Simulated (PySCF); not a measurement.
# Diatomics of Sn with the second period

CCSD(T) with double-zeta basis sets in PySCF, for the lowest determinant that a PBE0 search found; no spin–orbit coupling. De refers to high-spin ground-configuration atoms.

```json
{"M": "Li", "basis": "def2-SVP", "reference, frozen orbitals": "UHF, 4", "state (unpaired electrons)": "quartet (σ ↑, π ↑↑)", "Re (Å)": "2.611", "ωe (cm⁻¹)": "368", "De (eV)": "1.37"}
{"M": "Be", "basis": "x2c-SVPall", "reference, frozen orbitals": "UHF, 18", "state (unpaired electrons)": "triplet (π ↑↑)", "Re (Å)": "2.453", "ωe (cm⁻¹)": "379", "De (eV)": "0.63"}
{"M": "B", "basis": "def2-SVP", "reference, frozen orbitals": "UHF, 5", "state (unpaired electrons)": "quartet (σ ↑, π ↑↑)", "Re (Å)": "2.206", "ωe (cm⁻¹)": "545", "De (eV)": "2.33"}
{"M": "C", "basis": "def2-SVP", "reference, frozen orbitals": "ROHF, 5", "state (unpaired electrons)": "triplet (σ ↑, π ↑)", "Re (Å)": "2.041", "ωe (cm⁻¹)": "653", "De (eV)": "2.76"}
{"M": "N", "basis": "def2-SVPD", "reference, frozen orbitals": "ROHF, 5", "state (unpaired electrons)": "doublet (π ↑)", "Re (Å)": "2.012", "ωe (cm⁻¹)": "632", "De (eV)": "2.17"}
{"M": "O", "basis": "cc-pVDZ-PP/cc-pVDZ", "reference, frozen orbitals": "RHF, 5", "state (unpaired electrons)": "singlet (closed shell)", "Re (Å)": "1.878", "ωe (cm⁻¹)": "769", "De (eV)": "4.77"}
{"M": "F", "basis": "x2c-SVPall", "reference, frozen orbitals": "UHF, 19", "state (unpaired electrons)": "doublet (π ↑)", "Re (Å)": "1.965", "ωe (cm⁻¹)": "611", "De (eV)": "4.31"}
```

The shortest bond is that of SnO (1.878 Å), the longest that of LiSn (2.611 Å). SnO is bound most strongly (4.77 eV) and BeSn least (0.63 eV).

The rows differ in basis set, which adds steps of its own.

The state changes along the series, so neighbouring rows are not always alike in their bonding.

Correlated steps freeze the inner cores (4 to 19 orbitals); shallow outer-core shells are correlated. UHF and ROHF references stand side by side, which adds small steps between rows. Correlated levels converge slowly with the basis: in double zeta they bind strong bonds too weakly, by up to about 1 eV, and carry superposition errors of some tenths. Spin–orbit coupling is left out, which matters for elements this heavy, above all for dissociation energies. Where the molecule has an RHF reference, its open-shell atoms are computed with UHF. The CCSD T1 diagnostic is raised in SnC, SnO, a sign that a single reference may not be enough there. States were picked by a PBE0 search and need not be the measured ground states.
